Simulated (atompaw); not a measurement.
What one change does to a pseudopotential (Zn, PAW (atompaw))

```json
{
 "Element": "zinc",
 "Generator": "atompaw 4.2.0.5",
 "Type": "PAW",
 "Functional": "PBEsol",
 "Relativity": "scalar-relativistic",
 "Frozen core": "[Ne] 3s2",
 "Valence charge": "18",
 "Reference configuration": "3p6 3d10 4s2 4p0",
 "Partial waves": "4s (bound): rc 2.05 bohr; 4s channel at 1 Ry: rc 2.05 bohr; 3p (bound): rc 1.05 bohr; 4p (bound, empty): rc 2.05 bohr; 3d (bound): rc 1.50 bohr; 3d channel at 2.4 Ry: rc 1.50 bohr",
 "Local potential": "troulliermartins scheme with l = 3 at 0 Ry, radius 1.40 bohr",
 "Core correction": "smooth core density matched at 1.10 bohr",
 "Augmentation charge": "sinc compensation charge, radius 1.75 bohr; PAW radius 2.05 bohr; waves and projectors: custom rrkj vanderbiltortho"
}
```

All-electron outer shells of the reference configuration (PBEsol, scalar-relativistic, ld1.x):

```
shell  level (eV)  outermost node (bohr)  outermost maximum (bohr)
   2p    -1003.46                      –                      0.15
   3s     -128.92                   0.28                      0.59
   3p      -83.26                   0.25                      0.59
   3d      -10.17                      –                      0.56
   4s       -6.00                   0.85                      2.09
   4p       -1.07                   0.92                      3.04
```

Change: all radii scaled by about 0.93 (s 1.92, p 0.98, d 1.40 bohr); local potential troulliermartins scheme with l = 3 at 0 Ry, radius 1.30 bohr; augmentation sinc compensation charge, radius 1.64 bohr; PAW radius 1.92 bohr; waves and projectors: custom rrkj vanderbiltortho; core correction smooth core density matched at 1.02 bohr.

Cutoffs: the cutoffs (Ry, on a coarse ladder) from which the occupation-weighted sum of valence levels, in a spherical-Bessel basis at the reference potential, stays within 10 and 1 mRy of its value at 400 Ry; they do not see the model core or the augmentation charge, which bear on the density cutoff.

**Question.** What does the change do?

**Answer.** The potential gets harder (80 Ry and 140 Ry → 100 Ry and 160 Ry); both files keep a bound ghost (s). A smaller radius makes the pseudo-wave follow the all-electron one further in, where it bends more sharply, so more plane waves are needed.

| quantity | base | changed |
| --- | --- | --- |
| cutoff, loose | 80 Ry | 100 Ry |
| cutoff, tight | 140 Ry | 160 Ry |
| loose cutoff by channel (10 mRy a level) | s 6 Ry, p 70 Ry, d 40 Ry | s 6 Ry, p 80 Ry, d 45 Ry |
| bound ghosts | s | s |
| lowest overlap eigenvalue by channel | s 0.26, p 0.49, d 0.84 | s 0.27, p 0.47, d 0.19 |

 A true bound ghost makes a file unfit for plane-wave use even where its test errors are small: the radial tests pick states by their node count and pass the ghost by. The cutoffs see the waves, projectors and local potential, not the compensation charge or the core.
